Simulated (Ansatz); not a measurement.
Ansatz (a program for electronic structure) input (PBE/def2-SVP):

Ansatz 0.2 input:
```yaml
crystal:
  periodic: [false, false, false]
  atoms:
    - {symbol: C, position_ang: [2.32003156, -0.21338363, 0.15870825]}
    - {symbol: C, position_ang: [0.97293156, -0.28716560, 0.14835701]}
    - {symbol: C, position_ang: [0.04644238, 0.73158387, -0.30132222]}
    - {symbol: C, position_ang: [-1.31808495, 0.71461345, -0.33571114]}
    - {symbol: C, position_ang: [-2.02881568, -0.52945280, 0.15751773]}
    - {symbol: H, position_ang: [2.93969569, -1.02943903, 0.51520037]}
    - {symbol: H, position_ang: [2.83639264, 0.67598779, -0.19364562]}
    - {symbol: H, position_ang: [0.53479063, -1.21220202, 0.51784304]}
    - {symbol: H, position_ang: [0.55952661, 1.63510270, -0.65962978]}
    - {symbol: H, position_ang: [-2.72121107, -0.25516495, 0.96475008]}
    - {symbol: H, position_ang: [-2.67244515, -0.92009068, -0.64211496]}
    - {symbol: H, position_ang: [-1.43177855, -1.39136554, 0.53229906]}
basis:
  gaussian:
    orbitals: def2-SVP
hamiltonian:
  xc: {name: PBE}
total_charge: -1
output: {forces: true}
```

Output:

```
Functional definition: PBE
integrals: 0.04 GiB planned
1196 factors; their error is unknown
mean field: 0.28 GiB planned
mean field evaluation 1: about -5277.7156 eV, gradient 5.1e1 eV
mean field evaluation 2: about -5255.7827 eV, gradient 9.2e1 eV
mean field evaluation 4: about -5285.0224 eV, gradient 8.3e0 eV
mean field evaluation 8: about -5285.2321 eV, gradient 1.6e-1 eV
mean field evaluation 16: about -5285.1714 eV, gradient 3.3e-3 eV
mean field -5285.17140855 eV, -194.2264668463 hartree, gradient 3.9e-5 eV, S^2 0.000000; 0 other end points of the search recorded, 0 dependent functions left out
the calculation of the forces begins
reference -5285.17144124 eV, -194.2264680476 hartree; 19, 19 occupied and 86, 86 virtual orbitals, 1196 factors
Total energy: -5285.17144124 eV, -194.2264680476 hartree
Atom 0 at     2.320032    -0.213384     0.158708 Å, force     0.243881    -0.057261     0.031096 eV/Å
Atom 1 at     0.972932    -0.287166     0.148357 Å, force    -0.302258     0.374684    -0.164218 eV/Å
Atom 2 at     0.046442     0.731584    -0.301322 Å, force     0.224818    -0.348823     0.151167 eV/Å
Atom 3 at    -1.318085     0.714613    -0.335711 Å, force    -0.945908     0.136289    -0.085104 eV/Å
Atom 4 at    -2.028816    -0.529453     0.157518 Å, force     0.463373     0.597329    -0.233114 eV/Å
Atom 5 at     2.939696    -1.029439     0.515200 Å, force     0.418103    -0.507799     0.222817 eV/Å
Atom 6 at     2.836393     0.675988    -0.193646 Å, force     0.316752     0.562165    -0.223013 eV/Å
Atom 7 at     0.534791    -1.212202     0.517843 Å, force    -0.339214    -0.588136     0.233078 eV/Å
Atom 8 at     0.559527     1.635103    -0.659630 Å, force     0.396829     0.574061    -0.225505 eV/Å
Atom 9 at    -2.721211    -0.255165     0.964750 Å, force    -0.404904     0.106653     0.422652 eV/Å
Atom 10 at    -2.672445    -0.920091    -0.642115 Å, force    -0.380096    -0.231600    -0.394772 eV/Å
Atom 11 at    -1.431779    -1.391366     0.532299 Å, force     0.308624    -0.617562     0.264915 eV/Å
Dipole moment:     0.423133    -0.517197     0.226859 e Å
```

The dipole moment of an ion depends on the origin.

The geometry given is a B3LYP-D3(BJ)/def2-TZVP minimum.
